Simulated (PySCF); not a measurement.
H₆Si₂, charge +1, doublet, geometry from GFN2-xTB (a state made from the parent by changing its charge; the spin is typed, not shown lowest); PySCF with B3LYP/STO-3G.

Here is a job for PySCF.
```python
from pyscf import gto, scf, dft

mol = gto.Mole()
mol.atom = '''
    Si    0.01894810   -0.00753804    1.34261774
    Si   -0.01894810    0.00753804   -1.34261774
    H     0.04238232    1.42341562    1.61366679
    H    -1.22761254   -0.70825227    1.61962187
    H     1.25322158   -0.74221207    1.58441968
    H    -0.01132274   -1.42350399   -1.61410563
    H    -1.26883003    0.71535561   -1.58435019
    H     1.21216140    0.73519710   -1.61925253
'''
mol.basis = 'sto-3g'
mol.charge = 1
mol.spin = 1
mol.verbose = 4
mol.build()

mf = dft.UKS(mol)
mf.xc = 'b3lyp'
mf.kernel()
```

Output, abridged:

```
PySCF version 2.14.0

[INPUT] verbose = 4
[INPUT] num. atoms = 8
[INPUT] num. electrons = 33
[INPUT] charge = 1
[INPUT] spin (= nelec alpha-beta = 2S) = 1
[INPUT] symmetry False subgroup None
[INPUT] Mole.unit = angstrom
[INPUT] Symbol           X                Y                Z      unit          X                Y                Z       unit  Magmom
[INPUT]  1 Si     0.018948100000  -0.007538040000   1.342617740000 AA    0.035806719581  -0.014244831116   2.537179818583 Bohr   0.0
[INPUT]  2 Si    -0.018948100000   0.007538040000  -1.342617740000 AA   -0.035806719581   0.014244831116  -2.537179818583 Bohr   0.0
[INPUT]  3 H      0.042382320000   1.423415620000   1.613666790000 AA    0.080090977324   2.689865683228   3.049388289406 Bohr   0.0
[INPUT]  4 H     -1.227612540000  -0.708252270000   1.619621870000 AA   -2.319851487682  -1.338402817402   3.060641759656 Bohr   0.0
[INPUT]  5 H      1.253221580000  -0.742212070000   1.584419680000 AA    2.368245559595  -1.402577538647   2.994119261571 Bohr   0.0
[INPUT]  6 H     -0.011322740000  -1.423503990000  -1.614105630000 AA   -0.021396877580  -2.690032678326  -3.050217576819 Bohr   0.0
[INPUT]  7 H     -1.268830030000   0.715355610000  -1.584350190000 AA   -2.397741255324   1.351826184571  -2.993987944503 Bohr   0.0
[INPUT]  8 H      1.212161400000   0.735197100000  -1.619252530000 AA    2.290653064769   1.389321166574  -3.059943808209 Bohr   0.0

nuclear repulsion = 85.2480132578057
number of shells = 16
number of NR pGTOs = 72
number of NR cGTOs = 24
basis = sto-3g
ecp = {}

******** <class 'pyscf.dft.uks.UKS'> ********
method = UKS
initial guess = minao
damping factor = 0
level_shift factor = 0
DIIS = <class 'pyscf.scf.diis.CDIIS'>
diis_start_cycle = 1
diis_space = 8
diis_damp = 0
SCF conv_tol = 1e-09
SCF conv_tol_grad = None
SCF max_cycles = 50
direct_scf = True
direct_scf_tol = 1e-13
number electrons alpha = 17  beta = 16
XC library pyscf.dft.libxc version 7.1.2
    S. Lehtola, C. Steigemann, M. J. T. Oliveira, and M. A. L. Marques,  SoftwareX 7, 1–5 (2018)
XC functionals = b3lyp
    P. J. Stephens, F. J. Devlin, C. F. Chabalowski, and M. J. Frisch,  J. Phys. Chem. 98, 11623 (1994)
radial grids:
    Treutler-Ahlrichs [JCP 102, 346 (1995); DOI:10.1063/1.469408] (M4) radial grids

becke partition: Becke, JCP 88, 2547 (1988); DOI:10.1063/1.454033
pruning grids: <function nwchem_prune>
grids dens level: 3
symmetrized grids: False
atomic radii adjust function: <function treutler_atomic_radii_adjust>
small_rho_cutoff = 0
Set gradient conv threshold to 3.16228e-05
tot grids = 97208
init E= -575.156463432599

cycle= 1 E= -575.554999589745  delta_E= -0.399  |g|= 0.178  |ddm|= 1.99
cycle= 2 E= -575.57155068772  delta_E= -0.0166  |g|= 0.11  |ddm|= 0.509
cycle= 3 E= -575.581542123336  delta_E= -0.00999  |g|= 0.00187  |ddm|= 0.194
cycle= 4 E= -575.581548038529  delta_E= -5.92e-06  |g|= 0.000542  |ddm|= 0.00535
cycle= 5 E= -575.581548655456  delta_E= -6.17e-07  |g|= 0.000167  |ddm|= 0.00187
cycle= 6 E= -575.581548721582  delta_E= -6.61e-08  |g|= 5.49e-06  |ddm|= 0.000801
cycle= 7 E= -575.581548721635  delta_E= -5.3e-11  |g|= 9.73e-07  |ddm|= 1.85e-05
Extra cycle  E= -575.581548721637  delta_E= -1.14e-12  |g|= 4.52e-07  |ddm|= 2.85e-06
converged SCF energy = -575.581548721637  <S^2> = 0.75041566  2S+1 = 2.0004156
```
